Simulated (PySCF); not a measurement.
**Radial density of P (phosphorus, neutral)**

PBE0, [Ne] 3s2 3p3, high-spin 4S determinant. All numbers are calculated (PySCF 2.14, the spin-free X2C one-electron Hamiltonian (Gaussian nucleus), in aug-cc-pVDZ-DK (5s4p2d, 27 functions)).

```
r (bohr)  4πr²ρ (e/bohr)  4πr²(ρα − ρβ)
 0.00147         0.06790         0.0000
 0.00247          0.1821         0.0000
 0.00416          0.4681         0.0000
 0.00700           1.177         0.0000
  0.0118           2.813         0.0000
  0.0198           6.148         0.0003
  0.0333           11.47         0.0016
  0.0560           16.47         0.0090
  0.0942           15.80         0.0407
   0.159           11.05         0.1348
   0.267           13.69         0.2492
   0.448           15.00         0.1347
   0.754           5.401         0.0496
    1.27           2.357         0.9459
    2.13           2.267         1.3687
    3.59          0.4965         0.3834
    6.04         0.01655         0.0153
    10.2       0.0001027         0.0001
```

Densities and radii are taken from the X2C orbitals without a picture-change correction, which distorts them close to the nucleus.
